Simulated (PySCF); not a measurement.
A structure optimised at PBE0-D3(BJ)/def2-SVP (Å):
```
atom  x, y, z in Å
C1    -1.5320   -0.4137   -1.1848
N2    -0.9584   -0.3179    0.1669
C3    -1.3160   -1.5087    0.9462
Al4   -1.5880    1.4618    1.0539
C5     0.0937    2.3340    0.3911
C6     0.8520    1.2578   -0.3938
C7     0.5140   -0.1326    0.1336
O8     1.0745   -1.1844   -0.5856
Ge9    2.8494   -1.4310   -0.6742
H10   -1.0935   -1.2623   -1.7305
H11   -2.6184   -0.5407   -1.0984
H12   -1.3466    0.5121   -1.7438
H13   -0.9152   -1.4131    1.9640
H14   -2.4098   -1.5848    1.0129
H15   -0.9115   -2.4172    0.4728
H16   -1.6185    1.0787    2.6172
H17   -3.0013    1.7483    0.3457
H18   -0.0607    3.2299   -0.2300
H19    0.6919    2.6634    1.2582
H20    1.9501    1.3770   -0.3404
H21    0.6073    1.2865   -1.4686
H22    0.8234   -0.1809    1.1991
H23    3.4567   -0.4765   -1.7154
H24    2.9918   -2.8965   -1.0981
H25    3.4258   -1.1631    0.7289
```

Charge 0, singlet.

Question: Which heavy atoms are bonded, and with what formal order?

Answer: C1–N2 1.47 Å (single); N2–C3 1.47 Å (single); N2–Al4 2.09 Å (single); Al4–C5 2.01 Å (single); C5–C6 1.53 Å (single); C6–C7 1.53 Å (single); C7–O8 1.39 Å (single); O8–Ge9 1.79 Å (single); N2–C7 1.48 Å (single). Bonds to hydrogen (Å): C1–H10 1.10; C1–H11 1.10; C1–H12 1.10; C3–H13 1.10; C3–H14 1.10; C3–H15 1.10; Al4–H16 1.61; Al4–H17 1.61; C5–H18 1.10; C5–H19 1.10; C6–H20 1.11; C6–H21 1.10; C7–H22 1.11; Ge9–H23 1.54; Ge9–H24 1.53; Ge9–H25 1.54.

Question: Write the SMILES.

Answer: `C[N+]1(C)[AlH2-][CH2]C[C@@H]1[O][GeH3]`, C5H16AlGeNO.

Question: Name the point group.

Answer: C1 (no symmetry element, even within 0.4 Å).

Question: Which rings does it hold (smallest set)?

Answer: N2–Al4–C5–C6–C7 (5 members, 0.20 Å rms from planarity).

Question: Describe the place of each heavy atom.

Answer: C1: N-methyl carbon; N2: nitrogen bonded to Al and 3 C; C3: N-methyl carbon; Al4: aluminium bonded to C, N and 2 H; C5: ring CH2 carbon; C6: ring CH2 carbon; C7: sp3 carbon bound to oxygen; O8: oxygen bonded to C and Ge; Ge9: germanium bonded to O and 3 H.

Question: What is the arrangement about O8?

Answer: It has 2 neighbours (C7, Ge9) and is bent (angle 121.9°).

Question: What is the arrangement about C3?

Answer: It has 4 neighbours (N2, H13, H14, H15) and is tetrahedral (angles from 108.2° to 110.6°).

The numbers are calculated, not measured.
